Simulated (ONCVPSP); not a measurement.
titanium (Ti): one change to an ONCV potential, before and after

ONCVPSP 4.0.1 input, shortened (lines: element, Z, core and valence counts, functional; n l f; lmax; l rc ep ncon nbas qcut; lloc lpopt rc5 dvloc0; l nproj debl; icmod fcfact rcfact), PBEsol, fully relativistic:

```
  Ti 22.00    3    3  -116133      upf
    1    0    2.00
    2    0    2.00
    2    1    6.00
    3    0    2.00
    3    1    6.00
    3    2    2.00
    2
    0    1.40    0.00    4    7    9.30
    1    1.45    0.00    4    7    8.80
    2    1.40    0.00    4    8   12.30
    2    5    1.40    0.00
    0    2    0.70
    1    2    2.90
    2    0    1.90
    3    4.25    1.25
```

Open shells are filled in proportion to 2j + 1.

In the s channel the program set the typed energies aside and used -2.878, 0.250 Ha.

All-electron outer shells of the reference configuration (PBEsol, scalar-relativistic, ld1.x):

```
shell  level (eV)  outermost node (bohr)  outermost maximum (bohr)
   3s      -78.33                   0.40                      0.87
   3p      -54.64                   0.37                      0.90
   3d      -19.62                      –                      0.97
```

Change: all radii but the core radius scaled by about 0.86 (s 1.20, p 1.26, d 1.20 bohr).

Cutoffs: the cutoffs (Ha) at which the residual kinetic energy of the hardest occupied pseudo-wave falls to 1 and 0.1 mHa per electron; they do not see the model core or the augmentation charge, which bear on the density cutoff. Errors are all-electron minus pseudo energies relative to the spin-unpolarised reference configuration.

Q: How do hardness, ghosts and transferability respond?

A: The potential gets harder (49 Ha and 58 Ha → 56 Ha and 65 Ha); the bound ghost in p, s disappears; the lowest positive-energy flag moves from p1/2 at 10.8 eV to none; of the 4 tests that both files solve, the error grows in 0 and shrinks in 4 by more than 15 % and 0.3 meV (median size 2.2 → 1.1 meV). A smaller radius makes the pseudo-wave follow the all-electron one further in, where it bends more sharply, so more plane waves are needed. Less of the atom is replaced, so other configurations are described better.

```csv
quantity,base,changed
"cutoff, loose",49 Ha,56 Ha
"cutoff, tight",58 Ha,65 Ha
loose cutoff by channel,"s 29 Ha, p 21 Ha, d 49 Ha","s 34 Ha, p 19 Ha, d 56 Ha"
bound ghosts,"s, p3/2",none
GHOST(+) flags under 300 eV,p1/2 at 10.8 eV,none
"error for 3s2 3p6 3d2 4s2, meV [ΔE -20.83 eV]",-1.0,-0.1
"error for 3s2 3p6 3d2 4s1, meV [ΔE -13.47 eV]",-0.9,-0.2
"error for 3s2 3p6 3d1, meV [ΔE 26.90 eV]",+15,+9.5
"error for 3s2 3p6 3d3 4s1, meV [ΔE -19.73 eV]",-3.4,-1.9
"rms error of d²Exc/dni dnj with the model core, mHa",8.68,8.84
```

 A true bound ghost makes a file unfit for plane-wave use even where its test errors are small: the radial tests pick states by their node count and pass the ghost by.
